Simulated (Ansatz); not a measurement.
Computed with Ansatz on PBE0-D4/def2-TZVP structures; ΔE is electronic, products minus reactants. CCSD(T)/CBS adds triple-zeta CCSD(T) − MP2 to the extrapolated MP2 energy (def2 sets, frozen cores). Each species was taken in one conformer, which may not be the lowest.

`N[SiH2]P` + `COC[SiH2]F` → `COC[SiH2]P` + `N[SiH2]F`  (redistribution)

```tsv
species	MP2/def2-QZVPP energy (Eh)
`N[SiH2]P`	-688.25214
`COC[SiH2]F`	-544.26135
`COC[SiH2]P`	-786.53256
`N[SiH2]F`	-445.99528
```

(1) Work out ΔE.

Largest T1 diagnostic among the species: 0.012.

Answers

(1) ΔE = (-786.53256) + (-445.99528) − (-688.25214) − (-544.26135) = -0.01435 Eh = -9.0 kcal/mol. CCSD(T)/CBS gives -8.6 kcal/mol.
